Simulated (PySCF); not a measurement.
IIn, triplet, geometry from GFN2-xTB (such geometries of metal compounds can be far from the true shape) (the spin is typed, not shown lowest) (core potentials on I, In). Base run: PySCF with PBE0/def2-SV(P).

The PySCF input:
```python
from pyscf import gto, scf, dft

mol = gto.Mole()
mol.atom = '''
    In   -0.000000   -0.000000   -1.504422
    I     0.000000    0.000000    1.390880
'''
mol.basis = 'def2-sv(p)'
mol.ecp = {'I': 'def2-sv(p)', 'In': 'def2-sv(p)'}
mol.charge = 0
mol.spin = 2
mol.verbose = 3
mol.build()

mf = dft.UKS(mol)
mf.xc = 'pbe0'
mf.kernel()
mf.analyze()
```

Each row names what was changed in the base input (with any setting that the change needs).

```csv
change,basis functions,E (Eh),HOMO (eV),dipole (D)
base,52,-487.81379,-4.02,1.61
"basis = Sapporo-DKH3-DZP-2012; relativity = spin-free X2C; nucleus = Gaussian (with mol.nucmod = 'G'; without mol.ecp = {'I': 'def2-sv(p)', 'In': 'def2-sv(p)'})",104,-12995.04169,-4.08,1.59
"basis = x2c-TZVPall; relativity = none (without mol.ecp = {'I': 'def2-sv(p)', 'In': 'def2-sv(p)'})",120,-12403.07996,-4.33,2.39
"basis = Sapporo-DKH3-DZP-2012; relativity = none (without mol.ecp = {'I': 'def2-sv(p)', 'In': 'def2-sv(p)'})",104,-12283.18713,-5.00,3.98
"basis = jorge-DZP-DKH; relativity = spin-free X2C (without mol.ecp = {'I': 'def2-sv(p)', 'In': 'def2-sv(p)'})",96,-12985.30097,-3.47,1.94
"basis = jorge-DZP-DKH; relativity = none (without mol.ecp = {'I': 'def2-sv(p)', 'In': 'def2-sv(p)'})",96,-12525.56680,-3.93,3.12
"basis = Sapporo-DKH3-DZP-2012; relativity = spin-free X2C (without mol.ecp = {'I': 'def2-sv(p)', 'In': 'def2-sv(p)'})",104,-12995.38224,-4.08,1.59
"basis = x2c-TZVPall; relativity = spin-free X2C; nucleus = Gaussian (with mol.nucmod = 'G'; without mol.ecp = {'I': 'def2-sv(p)', 'In': 'def2-sv(p)'})",120,-12995.80836,-4.01,1.50
"basis = jorge-DZP-DKH; relativity = spin-free X2C; nucleus = Gaussian (with mol.nucmod = 'G'; without mol.ecp = {'I': 'def2-sv(p)', 'In': 'def2-sv(p)'})",96,-12984.97379,-3.47,1.94
"basis = x2c-TZVPall; relativity = spin-free X2C (without mol.ecp = {'I': 'def2-sv(p)', 'In': 'def2-sv(p)'})",120,-12996.13433,-4.01,1.50
```

Totals shift with the method and basis; they matter in differences.

Open shells are given as the SCF converged; they aren't shown to be the lowest states, and a large step between rows can be another state.

Basis sets contracted for a relativistic Hamiltonian are a mismatch without it, so the rows without relativity aren't non-relativistic limits. No row has spin-orbit coupling; sets with core potentials leave out the core electrons.
